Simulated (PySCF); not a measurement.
Te(OMe)(SH), SMILES CO[Te]S (CH₄OSTe), PBE0/def2-SVP optimised geometry.

```
8

Te    -1.63    -1.18     0.00
O      0.36    -1.18     0.00
C      1.01    -0.77    -1.17
H      0.84     0.30    -1.40
H      2.10    -0.90    -1.00
H      0.72    -1.36    -2.06
S     -2.10     1.18     0.00
H     -2.00     1.38     1.33
```

Density from PBE0/def2-TZVP, def2 effective core potentials past Kr run with PySCF at that geometry. The core electrons that the potentials of Te replace are not part of the density.

Minimum of the electron density along straight lines between bonded atoms, close to the bond critical point (lines longer than 1.1 times the sum of covalent radii, or with two minima, are not listed):

| bond | length / Å | ρ at the minimum / e bohr⁻³ | ∇²ρ there / e bohr⁻⁵ | position (fraction from the first atom) |
|---|---|---|---|---|
| Te1–O2 | 1.996 | 0.124 | 0.29 | 0.51 |
| O2–C3 | 1.404 | 0.264 | … | 0.65 |
| C3–H4 | 1.106 | 0.276 | -0.95 | 0.65 |
| C3–H5 | 1.102 | 0.277 | -0.96 | 0.65 |
| C3–H6 | 1.106 | 0.275 | -0.94 | 0.65 |
| Te1–S7 | 2.396 | 0.096 | 0.02 | 0.48 |
| S7–H8 | 1.354 | … | … | 0.65 |

Question: What belongs in the gaps?

Answer: 
- O2–C3, ∇²ρ there / e bohr⁻⁵: -0.56
- S7–H8, ρ at the minimum / e bohr⁻³: 0.213
- S7–H8, ∇²ρ there / e bohr⁻⁵: -0.60
